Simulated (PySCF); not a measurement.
2-methylidenethietane (C4H6S), SMILES S1C(=C)CC1. Coordinates come from a PBE-D3(BJ)/def2-SVP optimisation.

**Question.** Give the equilibrium geometry at PBE-D3(BJ)/def2-SVP (PySCF confirms it by a frequency run) as a Z-matrix, and its point group. (The exact figures need the calculation; the answer reports its results.)

**Answer.** point group Cs.
```
C
C 1 1.3432
H 2 1.0999 1 121.93
H 2 1.1009 3 118.08 1 180.00
C 1 1.5184 2 133.15 3 180.00
H 5 1.1099 1 113.13 2 -61.34
H 5 1.1099 6 107.60 1 -125.70
C 5 1.5495 6 113.51 7 -126.47
H 8 1.1072 5 115.29 6 -2.80
H 8 1.1072 9 109.31 5 -131.78
S 1 1.7875 2 131.55 3 0.00
```
